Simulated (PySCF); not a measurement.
# Orbital picture of RbZn

PBE at R = 4.148 Å; basis Rb def2-SVP with ECP28, Zn def2-SVP; scalar-relativistic core potentials; PySCF 2.14. State: ²Σ⁺ (doublet), unpaired electrons σ ↑. Only the outer orbitals are listed, counted within each symmetry, core potentials removing the inner ones.

| spin | orbital | occ. | ε (eV) | on Rb (%) | main shells (%) |
| --- | --- | --- | --- | --- | --- |
| α | 1δ | 1 | -9.42 | 0 | 100 Zn d |
| α | 1δ | 1 | -9.42 | 0 | 100 Zn d |
| α | 8σ | 1 | -9.42 | 0 | 100 Zn d |
| α | 4π | 1 | -9.42 | 0 | 100 Zn d |
| α | 4π | 1 | -9.42 | 0 | 100 Zn d |
| α | 9σ | 1 | -5.64 | 6 | 94 Zn s |
| α | 10σ | 1 | -2.41 | 96 | 97 Rb s |
| α | 5π | 0 | -1.07 | 85 | 75 Rb p, 14 Zn p, 10 Rb d |
| α | 5π | 0 | -1.07 | 85 | 75 Rb p, 14 Zn p, 10 Rb d |
| α | 11σ | 0 | -0.97 | 80 | 82 Rb p, 23 Zn p |
| β | 1δ | 1 | -9.42 | 0 | 100 Zn d |
| β | 1δ | 1 | -9.42 | 0 | 100 Zn d |
| β | 4π | 1 | -9.41 | 0 | 100 Zn d |
| β | 4π | 1 | -9.41 | 0 | 100 Zn d |
| β | 8σ | 1 | -9.41 | 0 | 100 Zn d |
| β | 9σ | 1 | -5.54 | 6 | 94 Zn s |
| β | 10σ | 0 | -1.81 | 92 | 94 Rb s, 9 Zn p |
| β | 5π | 0 | -0.64 | 71 | 46 Rb p, 28 Zn p, 25 Rb d |
| β | 5π | 0 | -0.64 | 71 | 46 Rb p, 28 Zn p, 25 Rb d |

Task: Which are the highest filled and the lowest empty level, where do they sit, and how wide is the gap?

Result: Highest filled α 10σ at -2.41 eV (in %: 97 Rb s); lowest empty β 10σ at -1.81 eV (in %: 94 Rb s, 9 Zn p); the gap at PBE is 0.60 eV.

```
bond order (Mayer)                               : 0.22
⟨S²⟩                                             : 0.750
charge on Rb (Mulliken, basis-dependent)         : -0.08
charge on Rb (Löwdin, basis-dependent)           : -0.20
dipole moment (positive dipole means Rb(−)Zn(+)) : -0.22 D
polarisability along the bond                    : 433.1 bohr³
polarisability across the bond                   : 314.9 bohr³
```

Spin–orbit coupling is left out. The state was picked by a PBE0 search and need not be the measured ground state.
